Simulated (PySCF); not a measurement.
HNaO, singlet, at a GFN2-xTB geometry (such geometries of metal compounds can be far from the true shape); TPSS/def2-SV(P) (PySCF).

Here is a job for PySCF.
```python
from pyscf import gto, scf, dft

mol = gto.M(
    atom='''
Na   -0.60708701   -0.34567032   -0.49916222
O     0.68596288    0.34473088    0.56471073
H     1.19025406    1.04452643    0.97309857
''',
    basis='def2-sv(p)',
    verbose=4,
)

mf = dft.RKS(mol)
mf.xc = 'tpss'
mf.kernel()
mf.analyze()
```

Output, abridged:

```
PySCF version 2.14.0

[INPUT] verbose = 4
[INPUT] num. atoms = 3
[INPUT] num. electrons = 20
[INPUT] charge = 0
[INPUT] spin (= nelec alpha-beta = 2S) = 0
[INPUT] symmetry False subgroup None
[INPUT] Mole.unit = angstrom
[INPUT] Symbol           X                Y                Z      unit          X                Y                Z       unit  Magmom
[INPUT]  1 Na    -0.607087010000  -0.345670320000  -0.499162220000 AA   -1.147228182681  -0.653222234191  -0.943279887530 Bohr   0.0
[INPUT]  2 O      0.685962880000   0.344730880000   0.564710730000 AA    1.296281974818   0.651446949880   1.067148619303 Bohr   0.0
[INPUT]  3 H      1.190254060000   1.044526430000   0.973098570000 AA    2.249254192052   1.973868882570   1.838889789506 Bohr   0.0

nuclear repulsion = 32.2966517598208
number of shells = 15
number of NR pGTOs = 61
number of NR cGTOs = 31
basis = def2-sv(p)
ecp = {}

******** <class 'pyscf.dft.rks.RKS'> ********
method = RKS
initial guess = minao
damping factor = 0
level_shift factor = 0
DIIS = <class 'pyscf.scf.diis.CDIIS'>
diis_start_cycle = 1
diis_space = 8
diis_damp = 0
SCF conv_tol = 1e-09
SCF conv_tol_grad = None
SCF max_cycles = 50
direct_scf = True
direct_scf_tol = 1e-13
XC library pyscf.dft.libxc version 7.1.2
    S. Lehtola, C. Steigemann, M. J. T. Oliveira, and M. A. L. Marques,  SoftwareX 7, 1–5 (2018)
XC functionals = tpss
    J. Tao, J. P. Perdew, V. N. Staroverov, and G. E. Scuseria,  Phys. Rev. Lett. 91, 146401 (2003)
    J. P. Perdew, J. Tao, V. N. Staroverov, and G. E. Scuseria,  J. Chem. Phys. 120, 6898 (2004)
    J. Tao, J. P. Perdew, V. N. Staroverov, and G. E. Scuseria,  Phys. Rev. Lett. 91, 146401 (2003)
    J. P. Perdew, J. Tao, V. N. Staroverov, and G. E. Scuseria,  J. Chem. Phys. 120, 6898 (2004)
radial grids:
    Treutler-Ahlrichs [JCP 102, 346 (1995); DOI:10.1063/1.469408] (M4) radial grids

becke partition: Becke, JCP 88, 2547 (1988); DOI:10.1063/1.454033
pruning grids: <function nwchem_prune>
grids dens level: 3
symmetrized grids: False
atomic radii adjust function: <function treutler_atomic_radii_adjust>
small_rho_cutoff = 0
Set gradient conv threshold to 3.16228e-05
Initial guess from minao.
tot grids = 41992
init E= -237.933369935517
  HOMO = -0.422933097705551  LUMO = -0.0824562758230258  gap/eV = 9.26485
cycle= 1 E= -237.759096819068  delta_E= 0.174  |g|= 1.08  |ddm|= 1.34
  HOMO = 0.0406604150956462  LUMO = 0.0420592319488629  gap/eV = 0.03806
cycle= 2 E= -232.777935271465  delta_E= 4.98  |g|= 3.03  |ddm|= 4.77
  HOMO = -0.310275959935824  LUMO = -0.0453922668890478  gap/eV = 7.20785
cycle= 3 E= -237.951890934849  delta_E= -5.17  |g|= 0.417  |ddm|= 4.61
  HOMO = -0.120831672145407  LUMO = -0.048255971284771  gap/eV = 1.97489
cycle= 4 E= -238.001130426676  delta_E= -0.0492  |g|= 0.0877  |ddm|= 0.644
  HOMO = -0.125535700300288  LUMO = -0.0523099323250764  gap/eV = 1.99257
cycle= 5 E= -238.002801343036  delta_E= -0.00167  |g|= 0.014  |ddm|= 0.0903
  HOMO = -0.129410405830096  LUMO = -0.0547281124403622  gap/eV = 2.03221
cycle= 6 E= -238.002851223765  delta_E= -4.99e-05  |g|= 0.000706  |ddm|= 0.0172
  HOMO = -0.129500091055631  LUMO = -0.0550046308780825  gap/eV = 2.02712
cycle= 7 E= -238.002851307808  delta_E= -8.4e-08  |g|= 0.000347  |ddm|= 0.000949
  HOMO = -0.129552271969858  LUMO = -0.055018612892507  gap/eV = 2.02816
cycle= 8 E= -238.002851338332  delta_E= -3.05e-08  |g|= 5.75e-05  |ddm|= 0.000363
  HOMO = -0.129561176500761  LUMO = -0.0550198159406681  gap/eV = 2.02837
cycle= 9 E= -238.002851339129  delta_E= -7.97e-10  |g|= 2.6e-06  |ddm|= 5.76e-05
  HOMO = -0.129561828509301  LUMO = -0.0550197927430993  gap/eV = 2.02839
Extra cycle  E= -238.002851339125  delta_E= 4.38e-12  |g|= 5.23e-06  |ddm|= 5.85e-06
converged SCF energy = -238.002851339125
**** SCF Summaries ****
Total Energy =                        -238.002851339124504
Nuclear Repulsion Energy =              32.296651759820797
One-electron Energy =                 -398.047652746362814
Two-electron Energy =                  127.748149647417492
Two-electron Coulomb Energy =          151.273896770297398
DFT Exchange-Correlation Energy =      -23.525747122879903
HOMO-LUMO gap [eV] =                     2.028392109950749
**** MO energy ****
MO #1   energy= -38.0782463534467  occ= 2
MO #2   energy= -18.7418843958356  occ= 2
MO #3   energy= -2.07289715021489  occ= 2
MO #4   energy= -1.024582264434    occ= 2
MO #5   energy= -1.02317318224367  occ= 2
MO #6   energy= -1.02308064565303  occ= 2
MO #7   energy= -0.737311378072091 occ= 2
MO #8   energy= -0.282427215862821 occ= 2
MO #9   energy= -0.130384548535107 occ= 2
MO #10  energy= -0.129561828509301 occ= 2
MO #11  energy= -0.0550197927430993 occ= 0
MO #12  energy= 0.0350432129011294 occ= 0
MO #13  energy= 0.036366741748629  occ= 0
MO #14  energy= 0.0530265967516184 occ= 0
MO #15  energy= 0.104120913396553  occ= 0
MO #16  energy= 0.167776336260074  occ= 0
MO #17  energy= 0.274312737046512  occ= 0
MO #18  energy= 0.274332582224693  occ= 0
 ** Mulliken pop on meta-lowdin orthogonal AOs  **
 ** Mulliken pop  **
pop of  0 Na 1s           2.00000
pop of  0 Na 2s           1.99963
pop of  0 Na 3s           0.10939
pop of  0 Na 4s           0.00630
pop of  0 Na 2px          1.99933
pop of  0 Na 2py          1.99963
pop of  0 Na 2pz          1.99947
pop of  0 Na 3px          0.03973
pop of  0 Na 3py          0.04706
pop of  0 Na 3pz          0.04943
pop of  0 Na 3dxy         0.00250
pop of  0 Na 3dyz         0.00219
pop of  0 Na 3dz^2        0.00524
pop of  0 Na 3dxz         0.00155
pop of  0 Na 3dx2-y2      0.00454
pop of  1 O 1s            1.99996
pop of  1 O 2s            1.73301
pop of  1 O 3s            0.00839
pop of  1 O 2px           1.75363
pop of  1 O 2py           1.66570
pop of  1 O 2pz           1.80769
pop of  1 O 3px           0.00670
pop of  1 O 3py           0.00676
pop of  1 O 3pz           0.00760
pop of  1 O 3dxy          0.00156
pop of  1 O 3dyz          0.00108
pop of  1 O 3dz^2         0.00022
pop of  1 O 3dxz          0.00052
pop of  1 O 3dx2-y2       0.00033
pop of  2 H 1s            0.72938
pop of  2 H 2s            0.01149
 ** Mulliken atomic charges  **
charge of    0Na =      0.73400
charge of    1O =     -0.99312
charge of    2H =      0.25912
Dipole moment(X, Y, Z, Debye): -3.75941, -1.67162, -3.09820
```
